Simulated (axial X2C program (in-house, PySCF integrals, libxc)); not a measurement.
## Bond lengths and stretching modes, held linear, of SZrS

Computed with an in-house all-electron X2C program for linear molecules (integrals from PySCF): two-component X2C with atomic mean-field Coulomb and Gaunt terms, Gaussian nuclei, basis S dyall-av3z, Zr dyall-v3z with contracted cores. Spin-free rows use the one-electron spin-free X2C Hamiltonian.

Masses S 31.972, Zr 89.905, S 31.972 u. States: 2c Ω = 0 (all partner blocks equally filled); spin-free M_S = 0, Λ = 0 (closed shell).

PBE0, spin-free: energies above the lowest point

```
r(S–Zr) (Å)  r(Zr–S) (Å)  E (meV)
     2.2113       2.2113    99.73
     2.2113       2.2680    44.01
     2.2113       2.3247    60.04
     2.2680       2.2113    44.01
     2.2680       2.2680     0.00
     2.2680       2.3247    26.89
     2.2680       2.3814   110.82
     2.3247       2.2113    60.04
     2.3247       2.2680    26.89
     2.3247       2.3247    63.78
     2.3814       2.2680   110.82
     2.3814       2.3814   258.58
```

Problem. Fit a quadratic surface with cubic terms in each bond: where is the minimum, and what are the two stretching wavenumbers?

Solution. At PBE0, spin-free: bonds 2.273 and 2.273 Å; harmonic stretches 457.8 and 517.8 cm⁻¹; force constants 3.45, 3.45 and coupling 0.50 mdyn/Å.

The other levels and Hamiltonians give:

| Hamiltonian | level | r(S–Zr) (Å) | r(Zr–S) (Å) | lower stretch (cm⁻¹) | upper stretch (cm⁻¹) |
| --- | --- | --- | --- | --- | --- |
| 2c | PBE0 | 2.273 | 2.273 | 457.6 | 517.6 |
| 2c | HF | 2.274 | 2.274 | 492.0 | 547.6 |
| 2c | BHandHLYP | 2.271 | 2.271 | 470.5 | 528.6 |
| spin-free | HF | 2.274 | 2.274 | 492.2 | 547.8 |
| spin-free | BHandHLYP | 2.271 | 2.271 | 470.7 | 528.8 |

Each state is one determinant, the lowest of a limited PBE0 search; the stretches come from a fit to these few points and carry an uncertainty of a few per cent. Other orders of the atoms were not compared. Left out for rough or failed fits: MP2 2c, MP2 spin-free. The molecule was held linear; bending was not examined, so a bent shape may lie lower.
